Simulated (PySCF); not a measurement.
**C₆ coefficients of unlike pairs at PBE0**

Calculated with PySCF 2.14 from the dipole response of each species, C₆(A,B) = (3/π) ∫ α_A(iu) α_B(iu) du, in atomic units, from isotropic polarisabilities. For ions this is the dispersion term alone; charge-induced terms of lower order in 1/R come first.

```tsv
species	configuration	basis	relativity	α (bohr³)	C₆ (like pair)
Mo⁺	[Kr] 4d5 (6S)	def2-TZVPPD with the def2 core potential (28 electrons) (6s4p3d2f1g)	core potential	17.50	101.4
Hg	[Xe] 4f14 5d10 6s2 (1S)	aug-cc-pwCVTZ-PP with ECP60MDF (8s8p7d4f3g)	core potential	36.53	354.9
Mg⁺	[Ne] 3s1 (2S)	aug-cc-pCVQZ-DK (10s9p7d5f3g)	spin-free X2C	34.88	153.1
Ti³⁺	[Ar] 3d1 (2D)	def2-QZVPPD (11s6p5d3f2g)	none	2.247	5.744
```

(1) Estimate C₆ for Ti³⁺ with Hg.

No spin-orbit coupling is included.

The other pairs:

| pair | C₆ |
| --- | --- |
| Ti³⁺, Mg⁺ | 18.68 |
| Mg⁺, Hg | 215.1 |
| Ti³⁺, Mo⁺ | 22.25 |
| Hg, Mo⁺ | 187.6 |
| Mg⁺, Mo⁺ | 107.9 |

Results:

(1) The integral gives 38.74. The combination rule 2 C_A C_B / (C_A α_B/α_A + C_B α_A/α_B) gives 35.39 and the geometric mean 45.15.
